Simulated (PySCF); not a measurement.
Compound: C5H6F3Si (doublet state).
SMILES with atom numbers: `[F:1][CH:2]([F:3])[C:4]1=[CH:5][CH2:6][Si:7]([F:8])[CH2:9]1` (hydrogens: H10 on C2; H11 on C5; H12, H13 on C6; H14, H15 on C9)

Structure used (GFN2-xTB), in Å, numbered top down from 1:
```
atom  x, y, z in Å
F1     2.538    0.251   -1.294
C2     2.022   -0.254   -0.136
F3     2.383   -1.559   -0.107
C4     0.535   -0.065   -0.090
C5    -0.333   -1.067   -0.148
C6    -1.799   -0.781   -0.101
Si7   -1.851    1.131   -0.037
F8    -2.395    1.549    1.453
C9     0.049    1.352    0.001
H10    2.542    0.255    0.693
H11   -0.011   -2.095   -0.221
H12   -2.241   -1.224    0.794
H13   -2.295   -1.238   -0.956
H14    0.474    1.942   -0.810
H15    0.377    1.810    0.937
```

The hyperfine couplings belong to this conformer and change with its torsions.

The calculation used UKS B3LYP, pcH-1 on C F H Si, non-relativistic, mean-field spin-orbit, GIAO in PySCF. One conformer (not necessarily the lowest) at the GFN2-xTB geometry, without solvent, vibrations or thermal averaging. Couplings are sensitive to structure, and on GFN2-xTB geometries they can be far from those on DFT ones, by a factor of two or more for some ions and for spin on atoms past the first row. The SCF solution wasn't tested for stability.

(1) Give the principal g shifts and their parts.

(2) What effective moment and Curie constant follow for a powder?

(3) What are the electron Larmor frequencies g μB B/h along the three axes at 350 mT?

(4) In a frozen sample, at which fields do the three g values resonate at 9.5, 34, 94 and 263 GHz (hyperfine left aside), and which band first spreads them over more than twice a line width of 0.3 mT?

Results:

(1) 
```csv
Δg (ppm),1,2,3
relativistic mass correction,-180,-180,-180
gauge correction,82,25,124
orbital Zeeman/spin–orbit,-444,-220,1529
total,-543,-375,1473
```

So g = 2.00178, 2.00194, 2.00379 and g_iso = 2.00250; the tensor is close to axial: the two nearest values differ by 8 % of g3 − g1. 

(2) With the mean of g² = 4.0100 and S(S+1) = 0.75: μ_eff = √(⟨g²⟩S(S+1)) = 1.734 μB and χT = 0.12505·⟨g²⟩·S(S+1) = 0.376 cm³ K/mol (cgs; spin-Hamiltonian part alone).

(3) 9.8061, 9.8069, 9.8159 GHz for g1, g2 and g3, a range of 9.9 MHz.

(4) 
| band | GHz | B(g3) mT | B(g2) mT | B(g1) mT | spread mT |
| --- | --- | --- | --- | --- | --- |
| X | 9.5 | 338.73 | 339.05 | 339.08 | 0.34 |
| Q | 34.0 | 1212.31 | 1213.43 | 1213.53 | 1.22 |
| W | 94.0 | 3351.69 | 3354.78 | 3355.06 | 3.38 |
| J | 263.0 | 9377.59 | 9386.25 | 9387.04 | 9.44 |

The spread grows in proportion to the frequency. Q band is the first where it exceeds 0.6 mT.

The largest Mulliken spin population is on Si7 (+0.82). The angles at Si7 add up to 308.6°, so it is pyramidal.

The HOMO–LUMO gaps are 5.84 eV among the α and 4.33 eV among the β orbitals.
